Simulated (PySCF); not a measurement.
Isomers of C4H11FO2Si, mass 138.051 u with the commonest isotopes. The calculation used PBE0/pcSseg-1 in PySCF (dipole) on a GFN2-xTB geometry, gas phase. One conformer each, none proved a minimum here; rigid rotors.

Question: Order these by radius of gyration √(Σ m r²/M), smallest first.
A. `[CH3:1][CH2:2][CH2:3][O:4][Si@@H:5]([OH:6])[CH2:7][F:8]` with C1–C2–C3–O4 -179°, C2–C3–O4–Si5 -146°, C3–O4–Si5–O6 49°, O4–Si5–O6–H 165°, O4–Si5–C7–F8 -175°
B. `[CH3:1][C:2]([CH3:3])([CH2:4][F:5])[O:6][SiH2:7][OH:8]` with C1–C2–C4–F5 61°, C1–C2–O6–Si7 -158°, C2–O6–Si7–O8 -178°, O6–Si7–O8–H 19°
C. `[CH3:1][Si@H:2]([OH:3])[CH2:4][CH2:5][O:6][CH2:7][F:8]` with C1–Si2–O3–H -56°, C1–Si2–C4–C5 -179°, Si2–C4–C5–O6 -178°, C4–C5–O6–C7 -175°, C5–O6–C7–F8 -70°
D. `[CH3:1][C@H:2]([CH2:3][F:4])[O:5][CH2:6][O:7][SiH3:8]` with C1–C2–C3–F4 159°, C1–C2–O5–C6 -159°, C2–O5–C6–O7 64°, O5–C6–O7–Si8 -176°

Answer: B (2.187 Å), D (2.292 Å), A (2.508 Å), C (2.621 Å).

Question: Order these by out-of-plane moment Σ m c² = (Ia + Ib − Ic)/2, smallest first.
A. `[CH3:1][C:2]([CH3:3])([CH2:4][F:5])[O:6][SiH2:7][OH:8]` with C1–C2–C4–F5 61°, C1–C2–O6–Si7 -158°, C2–O6–Si7–O8 -178°, O6–Si7–O8–H 19°
B. `[CH3:1][Si@H:2]([OH:3])[CH2:4][CH2:5][O:6][CH2:7][F:8]` with C1–Si2–O3–H -56°, C1–Si2–C4–C5 -179°, Si2–C4–C5–O6 -178°, C4–C5–O6–C7 -175°, C5–O6–C7–F8 -70°
C. `[CH3:1][C@H:2]([CH2:3][F:4])[O:5][CH2:6][O:7][SiH3:8]` with C1–C2–C3–F4 159°, C1–C2–O5–C6 -159°, C2–O5–C6–O7 64°, O5–C6–O7–Si8 -176°
D. `[CH3:1][CH2:2][CH2:3][O:4][Si@@H:5]([OH:6])[CH2:7][F:8]` with C1–C2–C3–O4 -179°, C2–C3–O4–Si5 -146°, C3–O4–Si5–O6 49°, O4–Si5–O6–H 165°, O4–Si5–C7–F8 -175°

Answer: B (20.95 u·Å²), D (31.89 u·Å²), C (46.91 u·Å²), A (72.15 u·Å²).

Question: Order these by rotational constant B, smallest first.
A. `[CH3:1][CH2:2][CH2:3][O:4][Si@@H:5]([OH:6])[CH2:7][F:8]` with C1–C2–C3–O4 -179°, C2–C3–O4–Si5 -146°, C3–O4–Si5–O6 49°, O4–Si5–O6–H 165°, O4–Si5–C7–F8 -175°
B. `[CH3:1][Si@H:2]([OH:3])[CH2:4][CH2:5][O:6][CH2:7][F:8]` with C1–Si2–O3–H -56°, C1–Si2–C4–C5 -179°, Si2–C4–C5–O6 -178°, C4–C5–O6–C7 -175°, C5–O6–C7–F8 -70°
C. `[CH3:1][C@H:2]([CH2:3][F:4])[O:5][CH2:6][O:7][SiH3:8]` with C1–C2–C3–F4 159°, C1–C2–O5–C6 -159°, C2–O5–C6–O7 64°, O5–C6–O7–Si8 -176°

Answer: B (597.4 MHz), A (644.6 MHz), C (874.5 MHz).

| SMILES | point group | Ia (u·Å²) | Ib (u·Å²) | Ic (u·Å²) | κ | μa (D) | μb (D) | μc (D) |
| --- | --- | --- | --- | --- | --- | --- | --- | --- |
| C[C@H](CF)OCO[SiH3] | C1 | 193.94 | 577.89 | 678.00 | -0.86 | 0.55 | 0.04 | 0.06 |
| CCCO[Si@@H](O)CF | C1 | 116.33 | 784.04 | 836.60 | -0.98 | 1.35 | 0.29 | 0.05 |
| CC(C)(CF)O[SiH2]O | C1 | 160.17 | 572.57 | 588.42 | -0.98 | 0.38 | 0.38 | 0.48 |
| C[Si@H](O)CCOCF | C1 | 123.65 | 846.00 | 927.76 | -0.97 | 1.27 | 1.32 | 0.27 |
